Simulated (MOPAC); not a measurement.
A run for MOPAC: AM1 on CH2O (a complex), monomers drawn apart or pushed together.

```
AM1 1SCF PRECISE CHARGE=0 THREADS=1
CH2O

C      0.16870368 1     0.34907248 1    -0.09199768 1
O     -0.18374212 1    -0.40427055 1    -0.84922749 1
H      0.15561483 1     0.33028207 1     4.26098996 1
H     -0.03046977 1    -0.06509641 1     4.86345034 1
```

The log:

```
*******************************************************************************
 **                                                                           **
 **                              MOPAC v23.2.5                                **
 **                                                                           **
 *******************************************************************************
 ** MOPAC's Digital Object Identifier: https://doi.org/10.5281/zenodo.6511958 **
 **                                                                           **
 ** Please cite the open-source release paper for use of this MOPAC version:  **
 ** J. E. Moussa and J. J. P. Stewart (2026)                                  **
 ** MOPAC: An open-source semiempirical molecular orbital program             **
 ** J. Open Source Softw., 11(119), 8025, https://doi.org/10.21105/joss.08025 **
 *******************************************************************************

                              AM1 CALCULATION RESULTS

 *******************************************************************************
 *  AM1        - The AM1 Hamiltonian to be used
 *
 *
 *
 *                 CHARGE ON SYSTEM = 0
 *
 *
 *
 *  PRECISE    - TIGHTER CRITERIA TO BE USED
 *  1SCF       - DO 1 SCF AND THEN STOP
 *  THREADS=1  - MULTI-THREADING NOT USED
 *  T=         - A TIME OF 172800.0 SECONDS REQUESTED
 *  DUMP=N     - RESTART FILE WRITTEN EVERY 7200.0 SECONDS REQUESTED
 *******************************************************************************
AM1 1SCF PRECISE CHARGE=0 THREADS=1
 CH2O

   ATOM   CHEMICAL          X               Y               Z
  NUMBER   SYMBOL      (ANGSTROMS)     (ANGSTROMS)     (ANGSTROMS)

     1       C          0.16870368  *   0.34907248  *  -0.09199768  *
     2       O         -0.18374212  *  -0.40427055  *  -0.84922749  *
     3       H          0.15561483  *   0.33028207  *   4.26098996  *
     4       H         -0.03046977  *  -0.06509641  *   4.86345034  *



          CARTESIAN COORDINATES

    NO.       ATOM           X           Y           Z

     1         C          0.1687      0.3491     -0.0920
     2         O         -0.1837     -0.4043     -0.8492
     3         H          0.1556      0.3303      4.2610
     4         H         -0.0305     -0.0651      4.8635

  H: (AM1): M.J.S. DEWAR ET AL, J. AM. CHEM. SOC. 107 3902-3909 (1985)
  C: (AM1): M.J.S. DEWAR ET AL, J. AM. CHEM. SOC. 107 3902-3909 (1985)
  O: (AM1): M.J.S. DEWAR ET AL, J. AM. CHEM. SOC. 107 3902-3909 (1985)

           Empirical Formula: C H2 O  =     4 atoms



      MOLECULAR POINT GROUP   :   Cs


      RHF CALCULATION, NO. OF DOUBLY OCCUPIED LEVELS = 6


 -------------------------------------------------------------------------------
 AM1 1SCF PRECISE CHARGE=0 THREADS=1
 CH2O



     1SCF WAS SPECIFIED, SO BFGS WAS NOT USED
     SCF FIELD WAS ACHIEVED


                              AM1 CALCULATION
                                                       MOPAC v23.2.5 Linux




          FINAL HEAT OF FORMATION =         -5.74044 KCAL/MOL =     -24.01800 KJ/MOL


          COSMO AREA              =         86.21 SQUARE ANGSTROMS
          COSMO VOLUME            =         56.02 CUBIC ANGSTROMS

          IONIZATION POTENTIAL    =         13.104555 EV
          HOMO LUMO ENERGIES (EV) =        -13.105  1.249
          NO. OF FILLED LEVELS    =          6
          MOLECULAR WEIGHT        =         30.0262         POINT GROUP:  Cs

          MOLECULAR DIMENSIONS (Angstroms)

            Atom       Atom       Distance
            H     4    O     2     5.72479
            O     2    C     1     0.78073
            C     1    H     3     0.00009


          SCF CALCULATIONS        =          1





   ATOM   CHEMICAL          X               Y               Z
  NUMBER   SYMBOL      (ANGSTROMS)     (ANGSTROMS)     (ANGSTROMS)

     1       C          0.16870368  *   0.34907248  *  -0.09199768  *
     2       O         -0.18374212  *  -0.40427055  *  -0.84922749  *
     3       H          0.15561483  *   0.33028207  *   4.26098996  *
     4       H         -0.03046977  *  -0.06509641  *   4.86345034  *

                             CARTESIAN COORDINATES

   1    C        0.168703680     0.349072480    -0.091997680
   2    O       -0.183742120    -0.404270550    -0.849227490
   3    H        0.155614830     0.330282070     4.260989960
   4    H       -0.030469770    -0.065096410     4.863450340


           Empirical Formula: C H2 O  =     4 atoms



      MOLECULAR POINT GROUP   :   Cs


                  EIGENVALUES
 -42.50431 -22.09766 -16.94915 -16.94913 -14.47368 -13.10455   1.24861   1.24862
   4.59322   5.37346


              NET ATOMIC CHARGES AND DIPOLE CONTRIBUTIONS

  ATOM NO.   TYPE          CHARGE      No. of ELECS.   s-Pop       p-Pop
    1          C           0.164843        3.8352     1.81728     2.01787
    2          O          -0.164843        6.1648     1.87554     4.28930
    3          H           0.001955        0.9980     0.99805
    4          H          -0.001955        1.0020     1.00195
 DIPOLE           X         Y         Z       TOTAL
 POINT-CHG.     0.281     0.600     0.594     0.890
 HYBRID        -0.341    -0.729    -0.733     1.088
 SUM           -0.060    -0.129    -0.139     0.198


          ATOMIC ORBITAL ELECTRON POPULATIONS

     Atom    s        px        py        pz
    1  C   1.81728   0.56774   0.72403   0.72611
    2  O   1.87554   1.46242   1.41376   1.41312
    3  H   0.99805
    4  H   1.00195

 **********************
 *                    *
 * JOB ENDED NORMALLY *
 *                    *
 **********************




 == MOPAC DONE ==
```

The run finished.

Cost: about 0.03 core-seconds (a rough figure).
